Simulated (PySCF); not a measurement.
Species: C3H9BrSn.
Bonds: C1–Sn2, Sn2–C3, Sn2–C4, Sn2–Br5. Hydrogens: H6, H7, H8 on C1; H9, H10, H11 on C3; H12, H13, H14 on C4.

Theory: PySCF 2.14.0, PBE0-D3(BJ)/def2-SVP geometry optimisation, gas phase, def2 core potentials past Kr.

Entries marked ? are missing. Bonds in one row agree within 0.01 Å.

| coordinate | value |
| --- | --- |
| C1–Sn2, Sn2–C3, Sn2–C4 | ? |
| Sn2–Br5 | ? |
| C1–H6 and 8 like bonds | 1.099 Å |
| Sn2–C1–H6 | ? |
| Sn2–C1–H7 | ? |
| H6–C1–H7 | ? |
| C1–Sn2–C3 | 113.9° |
| C1–Sn2–Br5 | ? |
| C4–Sn2–Br5 | ? |

Estimate the withheld lengths and angles.

- C1–Sn2, Sn2–C3, Sn2–C4 = 2.144 Å, drawn single (ends: methyl carbon; tin bonded to Br and 3 C); 0.01 Å below the sum of covalent radii, 2.15 Å.
- Sn2–Br5 = 2.518 Å, drawn single (ends: tin bonded to Br and 3 C; bromine bonded to Sn); 0.07 Å below the sum of covalent radii, 2.59 Å.
- Sn2–C1–H6 = 110.5°, at the methyl carbon; the outer atoms are 2.731 Å apart.
- Sn2–C1–H7 = 109.4°, at the methyl carbon; the outer atoms are 2.715 Å apart.
- H6–C1–H7 = 109.3°, at the methyl carbon; the outer atoms are 1.793 Å apart.
- C1–Sn2–Br5 = 104.9°, at the tin bonded to Br and 3 C; the outer atoms are 3.702 Å apart.
- C4–Sn2–Br5 = 104.5°, at the tin bonded to Br and 3 C; the outer atoms are 3.692 Å apart.

Radii are Cordero's, carbon taken as 0.76, 0.73 or 0.69 Å for four, three, and two or fewer neighbours.

Stationary, but not proved a minimum.

Hardware: Intel Xeon 6975P-C, one thread, shared host. Cost: 2.1 min wall, 0.58 GiB resident at most. That covers the optimisation of the geometry.
